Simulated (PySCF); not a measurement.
# Running PySCF for F⁺

Input:

```python
from pyscf import gto, scf, tdscf

mol = gto.M(
    atom='F 0 0 0',
    basis='pcseg-1',
    charge=1,
    spin=2,
    verbose=4,
)
mf = scf.UHF(mol)
mf = mf.density_fit(auxbasis='def2-universal-jkfit')
mf.kernel()
td = tdscf.TDA(mf)
td.nstates = 3
td.kernel()
td.analyze()
mf.dip_moment()
print('orbital energies (hartree):', [e[max(0, n-3):n+3].round(4) for e, n in zip(mf.mo_energy, mol.nelec)])
```

```bash
$ OMP_NUM_THREADS=1 python input.py
```

Output (some set-up lines and the per-cycle HOMO/LUMO lines with their warnings removed):

```
PySCF version 2.14.0

[INPUT] verbose = 4
[INPUT] num. atoms = 1
[INPUT] num. electrons = 8
[INPUT] charge = 1
[INPUT] spin (= nelec alpha-beta = 2S) = 2
[INPUT] symmetry False subgroup None
[INPUT] Mole.unit = angstrom
[INPUT] Symbol           X                Y                Z      unit          X                Y                Z       unit  Magmom
[INPUT]  1 F      0.000000000000   0.000000000000   0.000000000000 AA    0.000000000000   0.000000000000   0.000000000000 Bohr   0.0

nuclear repulsion = 0
number of shells = 3
number of NR pGTOs = 25
number of NR cGTOs = 14
basis = pcseg-1
ecp = {}

******** <class 'pyscf.df.df_jk.DFUHF'> ********
method = DFUHF
initial guess = minao
damping factor = 0
level_shift factor = 0
DIIS = <class 'pyscf.scf.diis.CDIIS'>
diis_start_cycle = 1
diis_space = 8
diis_damp = 0
SCF conv_tol = 1e-09
SCF conv_tol_grad = None
SCF max_cycles = 50
direct_scf = False
number electrons alpha = 5  beta = 3
Set gradient conv threshold to 3.16228e-05
******** <class 'pyscf.df.df.DF'> ********
auxbasis = def2-universal-jkfit
init E= -98.9783685734072

cycle= 1 E= -98.6136538393741  delta_E= 0.365  |g|= 0.629  |ddm|= 0.862
cycle= 2 E= -98.7513232055319  delta_E= -0.138  |g|= 0.141  |ddm|= 0.467
cycle= 3 E= -98.7577559167892  delta_E= -0.00643  |g|= 0.0254  |ddm|= 0.0912
cycle= 4 E= -98.7581430042493  delta_E= -0.000387  |g|= 0.00492  |ddm|= 0.0263
cycle= 5 E= -98.7581608574434  delta_E= -1.79e-05  |g|= 0.000862  |ddm|= 0.00583
cycle= 6 E= -98.7581614203852  delta_E= -5.63e-07  |g|= 9.35e-05  |ddm|= 0.00107
cycle= 7 E= -98.7581614267307  delta_E= -6.35e-09  |g|= 6.46e-06  |ddm|= 0.000111
cycle= 8 E= -98.7581614267556  delta_E= -2.49e-11  |g|= 7.18e-07  |ddm|= 6.61e-06
Extra cycle  E= -98.7581614267559  delta_E= -2.27e-13  |g|= 1.91e-07  |ddm|= 5.28e-07
converged SCF energy = -98.7581614267559  <S^2> = 2.0044362  2S+1 = 3.002956

******** <class 'pyscf.tdscf.uhf.TDA'> for <class 'pyscf.df.df_jk.DFUHF'> ********
nstates = 3
deg_eia_thresh = 1.000e-03
wfnsym = None
conv_tol = 1e-05
eigh lindep = 1e-12
eigh level_shift = 0
eigh max_cycle = 100

Excitation energies (eV)
[ 0.20151912  0.20151912 21.26926682]

** Excitation energies and oscillator strengths **
Excited State   1:      0.20152 eV   6152.48 nm  f=0.0000
       3b ->    4b     -0.98635
       3b ->    7b      0.13825
Excited State   2:      0.20152 eV   6152.48 nm  f=0.0000
       3b ->    5b     -0.98635
       3b ->    8b      0.13825
Excited State   3:     21.26927 eV     58.29 nm  f=0.1323
       2b ->    4b     -0.18344
       2b ->    5b      0.96660
       2b ->    8b     -0.10519

** Transition electric dipole moments (AU) **
state          X           Y           Z        Dip. S.      Osc.
  1         0.0000     -0.0000      0.0000      0.0000      0.0000
  2        -0.0000     -0.0000      0.0000      0.0000      0.0000
  3        -0.3766      0.1490      0.2999      0.2540      0.1323

** Transition velocity dipole moments (imaginary part, AU) **
state          X           Y           Z        Dip. S.      Osc.
  1         0.0000      0.0000     -0.0000      0.0000      0.0000
  2        -0.0000     -0.0000      0.0000      0.0000      0.0000
  3        -0.1929      0.0763      0.1536      0.0666      0.0568

** Transition magnetic dipole moments (imaginary part, AU) **
state          X           Y           Z
  1         0.5895     -0.3352     -0.7367
  2         0.8048      0.1463      0.5774
  3        -0.0000     -0.0000     -0.0000

WARN: System has nonzero charge 1; the dipole moment is origin-dependent.
Location of origin: [0. 0. 0.]

Dipole moment(X, Y, Z, Debye): -0.00000,  0.00000,  0.00000
orbital energies (hartree): [array([-1.5351, -1.5351, -1.4175,  0.6313,  0.6313,  0.6901]), array([-27.0603,  -2.0044,  -1.3063,  -0.5011,  -0.5011,   0.7313])]
```

In short: E(SCF) = -98.758161 Eh, 8 cycles, ⟨S²⟩ = 2.004, first excitations without spin–orbit coupling 0.20, 0.20, 21.27 eV.

Run time: 0.89 s on 1 thread of AMD EPYC 7R43 64-Core (shared host), peak memory 0.11 GiB.

No search for the lowest solution was made.
